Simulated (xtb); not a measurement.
Ge(H)2(Cl)(Me) (CH5ClGe), SMILES [CH3][GeH2][Cl]. All values are semi-empirical tight-binding results from xtb (GFN2-xTB unless named), good for trends rather than for accurate numbers. Geometry optimised at GFN2-xTB.

Optimised geometry:

Bonds (Å): Ge1–C2 1.971, Ge1–Cl3 2.102, Ge1–H4 1.512, Ge1–H5 1.512, C2–H6 1.088, C2–H7 1.086, C2–H8 1.088. Bond angles (°): C2–Ge1–Cl3 108.6, C2–Ge1–H4 112.8, C2–Ge1–H5 112.8, Cl3–Ge1–H4 107.3, Cl3–Ge1–H5 107.4, H4–Ge1–H5 107.8, Ge1–C2–H6 110.2, Ge1–C2–H7 111.3, Ge1–C2–H8 110.1, H6–C2–H7 108.5, H6–C2–H8 108.1, H7–C2–H8 108.5.

For metal compounds this method's bond lengths and energies can be far off.

Question: Estimate the properties. (An estimate is asked for; the answer gives what the named calculation found.)

Answer: 
| Quantity | Result |
|---|---|
| point group as xtb finds it | Cs |
| orbital gap | 7.70 eV |
| zero-point energy | 32.0 kcal/mol |
| G − E(el) at 298.15 K (modified RRHO) | 13.5 kcal/mol |

Question: Give the atomic charges and the Wiberg bond orders between heavy atoms. (Estimate from the structure and the level; the computed values follow.)

Answer: charges (e) Ge1 0.18, C2 -0.15, Cl3 -0.17, H4 -0.02, H5 -0.02, H6 0.06, H7 0.05, H8 0.06. Bond orders Ge1–C2 0.91, Ge1–Cl3 1.18.
